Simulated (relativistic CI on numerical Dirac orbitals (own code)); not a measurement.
Sensitivity of the levels of Pb66+ to α and to the nuclear radius

Calculated at this level of theory: Dirac-Coulomb-Breit CI, orbitals from a KLI potential per configuration, derivatives by finite differences, unscaled Slater integrals, QED left out (own radial code, finite nucleus).

Configuration list (outside the closed core [Ne]): 3s2.3p4, 3s2.3p3.3d, 3s.3p5, 3s2.3p2.3d2, 3p6, 3s.3p4.3d, 3p4.3d2, 3s.3p3.3d2. Levels of other configurations are missing.

With x = (α/α₀)² − 1 an excitation energy changes as ω = ω₀ + qx; K = 2q/ω₀ is the relative enhancement. Terms are leading LS components, so labels can repeat. The field-shift factor is F = δν/δ⟨r²⟩ for the transition from the lowest level.

Lowest level 3s2.3p4 3P_2.

| Level | ω₀ (cm⁻¹) | q (cm⁻¹) | K | F (GHz/fm²) |
| --- | --- | --- | --- | --- |
| 3s2.3p4 1S_0 | 184399 | 14620 | 0.159 | 3.88 |
| 3s2.3p3.3d 3D°_2 | 2191053 | 152500 | 0.139 | 43 |
| 3s2.3p3.3d 3P°_0 | 2272859 | 166600 | 0.147 | 42.4 |
| 3s2.3p3.3d 3D°_1 | 2274963 | 166100 | 0.146 | 20.4 |
| 3s2.3p3.3d 3F°_3 | 2276724 | 154200 | 0.135 | 50.1 |
| 3s2.3p3.3d 3F°_4 | 3269430 | 1.214e+06 | 0.743 | 93.5 |
| 3s2.3p3.3d 3D°_2 | 3344432 | 1.253e+06 | 0.749 | 20 |
| 3s2.3p3.3d 3D°_3 | 3517458 | 1.243e+06 | 0.707 | 76.3 |
| 3s2.3p3.3d 3D°_1 | 3623567 | 1.26e+06 | 0.695 | 68 |
| 3s2.3p2.3d2 3F_2 | 4454925 | 328800 | 0.148 | 58.2 |
| 3s2.3p4 3P_1 | 4624931 | 6.02e+06 | 2.6 | -1430 |
| 3s2.3p2.3d2 3P_0 | 4694174 | 353000 | 0.15 | 57.7 |
| 3s2.3p4 1D_2 | 4711827 | 6.006e+06 | 2.55 | -1440 |

At this charge energies of transitions that change n are usually good to better than 1 %, and those within a shell (Δn = 0) to a few per cent.
